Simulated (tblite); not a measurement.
Species: C₆H₁₄OP₂.
Cartesian coordinates in Å at the GFN2-xTB level; atoms count from 1:
```xyz
23
C6H14OP2 angstrom
C      4.183   -0.803   -0.579
P      2.412   -1.341   -0.592
C      1.665    0.199    0.152
C      0.190   -0.014    0.472
P     -0.518    1.509    1.287
C     -2.336    1.054    1.225
C     -2.780    0.735   -0.179
C     -3.387   -0.631   -0.362
O     -2.646    1.521   -1.083
H      4.334   -0.077   -1.377
H      4.460   -0.357    0.374
H      4.813   -1.667   -0.778
H      2.472   -2.041    0.623
H      1.771    1.005   -0.581
H      2.216    0.486    1.052
H      0.079   -0.852    1.169
H     -0.361   -0.252   -0.442
H     -0.563    2.273    0.117
H     -2.867    1.943    1.576
H     -2.525    0.234    1.921
H     -4.308   -0.695    0.216
H     -3.607   -0.810   -1.411
H     -2.704   -1.393    0.009
```

Method: GFN2-xTB as coded in tblite; computed harmonic values from a numerical Hessian at the method's own geometry, unscaled. Against measured fundamentals such values can be off by several per cent, at times by over 20. Modes of hydrogen on phosphorus can be 10 to 20 % off. One conformer, not necessarily the lowest.

Harmonic wavenumbers (cm⁻¹): 31.1, 41.3, 45.7, 78.7, 87.3, 109.4, 135.0, 147.4, 181.6, 215.8, 240.6, 323.6, 363.4, 493.1, 558.7, 689.3, 699.9, 715.9, 722.0, 739.7, 744.7, 748.5, 784.0, 842.1, 855.3, 891.7, 929.2, 967.8, 974.3, 985.1, 994.1, 1059.8, 1079.9, 1095.9, 1151.1, 1171.0, 1208.1, 1237.8, 1264.4, 1321.0, 1366.7, 1415.6, 1440.5, 1444.3, 1449.3, 1453.5, 1455.6, 1458.0, 1754.7, 2234.8, 2290.4, 2918.4, 2927.2, 2939.1, 2949.3, 2954.2, 2973.7, 2996.8, 3005.3, 3018.8, 3020.8, 3030.5, 3054.4.

A = 2092, B = 450.2, C = 407.9 MHz; mass 164.052 u (most abundant isotopes); point group C1, symmetry number 1.

Problem. What is the zero-point energy?

Solution. ½Σν̃ = 40239 cm⁻¹ = 115.05 kcal/mol.

Problem. Entropy at 273.15 K, 1 bar (ideal gas, RRHO, classical rotation)?

Solution. Translation 40.78, rotation 30.84, vibration 42.61: S = 114.2 cal/(mol K).

Problem. And Cp and H(273.15 K) − H(0)?

Solution. Cp = 44.26 cal/(mol K), of which vibrations give 36.31 (their classical limit is 63 R = 125.2); H(273.15 K) − H(0) = 7.72 kcal/mol without the zero-point energy, 5.55 from vibrations.

Problem. What must be added to the electronic energy to get the Gibbs energy at 273.15 K and 1 bar?

Solution. ZPE + [H(273.15 K) − H(0)] − T·S = 115.05 + 7.72 − 31.20 = 91.57 kcal/mol.

Problem. Blend soft modes into free rotors: weight 1/[1 + (100 cm⁻¹/ν̃)⁴] for the oscillator and the rest for a rotor with moment μB/(μ + B), μ = h/(8π²ν), B = 10⁻⁴⁴ kg m². What vibrational entropy results?

Solution. 37.23 cal/(mol K) in place of 42.61, which changes −T·S at 273.15 K by +1.47 kcal/mol.

Hindered rotation and anharmonicity are outside this model. Other conformers, if any are populated, would add a mixing term that is left out. The structure is chiral; the term R ln 2 for an equal mix with its mirror image is left out.
